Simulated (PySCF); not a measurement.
Calcium: a sound run and one with changed settings

Sound run: Ca(2+) [Ar], Ca(3+) [Ne] 3s2 3p5. Calculation: PySCF 2.14, in x2c-SVPall (5s3p2d, 24 functions); the spin-free X2C one-electron Hamiltonian (Gaussian nucleus). In the sound run the correlated levels freeze [Ne] 3s2. The sound run starts from symmetry-adapted Hartree-Fock orbitals and uses a fine grid where one is needed.

Changed run: the non-relativistic Hamiltonian (point nucleus). This setting is unsound on purpose.

| species | method | sound run (hartree) | changed run (hartree) | converged |
| --- | --- | --- | --- | --- |
| Ca(2+) | UHF | -678.91527 | -675.48282 | yes |
| Ca(2+) | PBE0 | -679.50554 | -676.07339 | yes |
| Ca(2+) | M06-L | -679.67685 | -676.24417 | yes |
| Ca(2+) | MP2 | -678.99790 | -675.56576 | yes |
| Ca(2+) | CCSD(T) | -679.00866 | -675.57662 | yes |
| Ca(3+) | UHF | -677.04939 | -673.62423 | yes |
| Ca(3+) | PBE0 | -677.59149 | -674.16656 | yes |
| Ca(3+) | M06-L | -677.75595 | -674.33067 | yes |
| Ca(3+) | MP2 | -677.10067 | -673.67567 | yes |
| Ca(3+) | CCSD(T) | -677.10981 | -673.68491 | yes |

Ionisation energy of Ca(2+):

```
 method  sound run (eV)  changed run (eV)
    UHF          50.773            50.575
   PBE0          52.084            51.887
  M06-L          52.271            52.069
    MP2          51.626            51.432
SCS-MP2          51.564            51.369
   CCSD          51.670            51.476
CCSD(T)          51.670            51.476
```

Most of the change in total energy is the relativistic energy itself. On top of that the contraction fixes the core shape for the Hamiltonian it was made with, so the changed run is not a good calculation with the other Hamiltonian either.

For comparison, NIST gives 50.913 eV between the lowest levels.
